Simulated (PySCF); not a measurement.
Compound: C5H14OSi2.
SMILES with atom numbers: `[CH3:1][CH2:2]/[C:3](=[CH:4]\[SiH3:5])[Si@@H:6]([CH3:7])[OH:8]` (hydrogens: H9, H10, H11 on C1; H12, H13 on C2; H14 on C4; H15, H16, H17 on Si5; H18 on Si6; H19, H20, H21 on C7; H22 on O8)

Structure used (PBE0-D3(BJ)/def2-SVP), in Å, numbered top down from 1:
```
atom  x, y, z in Å
C1    -0.8621   -2.1939   -0.3233
C2    -1.2271   -0.8934    0.3878
C3    -0.1932    0.1850    0.2055
C4    -0.4440    1.3288   -0.4637
Si5   -2.0700    1.8023   -1.2784
Si6    1.5461   -0.0874    0.9035
C7     2.6831   -0.6867   -0.4601
O8     2.1280    1.3134    1.6036
H9    -1.6361   -2.9603   -0.1681
H10    0.0880   -2.6082    0.0514
H11   -0.7524   -2.0326   -1.4067
H12   -1.3400   -1.0948    1.4682
H13   -2.2158   -0.5467    0.0388
H14    0.3667    2.0683   -0.5567
H15   -3.1777    1.9516   -0.2828
H16   -1.8906    3.1097   -1.9802
H17   -2.5006    0.7822   -2.2860
H18    1.4866   -1.0803    2.0150
H19    2.3662   -1.6750   -0.8290
H20    3.7214   -0.7677   -0.1027
H21    2.6625    0.0077   -1.3153
H22    2.1132    2.1105    1.0672
```

Level: PBE0/pcSseg-1 in PySCF, non-relativistic, on one gas-phase PBE0-D3(BJ)/def2-SVP geometry that isn't relaxed in the solvent. The solvent is an IEF-PCM continuum (Bondi radii, 1.10 Å for H, scaled by 1.2). Specific hydrogen bonds and non-electrostatic terms are outside this model.

Gas phase at PBE0/pcSseg-1: HOMO -7.60 eV, LUMO -0.94 eV, dipole 1.35 D.

**Question.** What does the continuum do to the energy, the frontier levels and the dipole at PBE0/pcSseg-1 in chloroform and tetrahydrofuran?

**Answer.** 
| solvent | ε | E(solvent) − E(gas) (kcal/mol) | polarisation term (kcal/mol) | distortion of the solute (kcal/mol) | HOMO (eV) | LUMO (eV) | dipole (D) |
| --- | --- | --- | --- | --- | --- | --- | --- |
| chloroform | 4.711 | -3.81 | -4.11 | 0.30 | -7.50 | -0.83 | 1.60 |
| tetrahydrofuran | 7.426 | -4.44 | -4.85 | 0.41 | -7.49 | -0.82 | 1.64 |

The polarisation term is half the interaction of the solute with the surface charges that it induces; the rest is the cost of distorting the solute's density. The sum is the electrostatic part of solvation alone. From chloroform to tetrahydrofuran the lowering changes by a factor 1.16, Onsager's factor (ε − 1)/(2ε + 1) by 1.14 and ε itself by 1.6.

**Question.** Which radius a makes the point-dipole formula ΔE = −[(ε − 1)/(2ε + 1)]·μ²/a³ give the value in tetrahydrofuran, with the gas-phase dipole?

**Answer.** μ = 0.530 au and |ΔE| = 0.00708 Eh give a = 1.34 Å; the farthest nucleus lies 4.15 Å from the centroid of the nuclei, so such a sphere wouldn't even hold the nuclei. The formula assumes a rigid point dipole at the centre of a sphere.

**Question.** Give the dipole vector in the frame of the coordinates (D, pointing from negative to positive charge), gas and tetrahydrofuran.

**Answer.** Gas (0.07, -0.41, -1.28), solvent (0.14, -0.41, -1.58). Its length changes by +22 % and its direction by 4°.

**Question.** Which IAO charges (PBE0/pcSseg-1) respond most in chloroform (means over atoms taken as equivalent)?

**Answer.** 
```
      atoms         environment  gas (e)  solvent (e)  change
         O8      silanol oxygen   -0.775       -0.794  -0.019
        H22   hydroxyl hydrogen   +0.354       +0.369  +0.015
        H14    vinylic hydrogen   +0.124       +0.135  +0.011
         C4    alkene CH carbon   -0.430       -0.435  -0.005
        H18       Si–H hydrogen   -0.145       -0.150  -0.005
         C7    Si-methyl carbon   -0.739       -0.743  -0.004
H19/H20/H21     methyl hydrogen   +0.155       +0.157  +0.002
        H12  methylene hydrogen   +0.145       +0.147  +0.002
```

The run took 33 s on one thread, Intel Xeon 6975P-C (x86_64), shared host with 192 logical CPUs at a one-minute load of 45, and the process peaked at 1.3 GiB of memory. This is the whole shielding run at PBE0/pcSseg-1 in tetrahydrofuran, SCF included.
